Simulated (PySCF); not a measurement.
## Excitation energy of Mn²⁺ by level of theory

Mn²⁺ [Ar] 3d5 (6S) → Mn²⁺ [Ar] 3d4 4s1 (6D), as a difference of total energies. All numbers are calculated (PySCF 2.14, no relativity, point nucleus, in dyall-av2z). Correlated levels: valence: [Ar] frozen; virtual orbitals above 40 to 60 times the deepest correlated orbital energy dropped. The calculations carry no spin-orbit coupling.

| method | excitation energy (eV) |
| --- | --- |
| UHF | 7.828 |
| MP2 (valence) | 8.298 |
| SCS-MP2 (valence) | 7.984 |
| CCSD (valence) | 8.292 |
| CCSD(T) (valence) | 8.298 |

Q: How much does correlation contribute at CCSD(T) (valence)?

A: 8.298 − (7.828) = 0.470 eV, measured against UHF.

A first-order spin-orbit estimate (lowest level to lowest level, LS coupling) adds -0.064 eV.
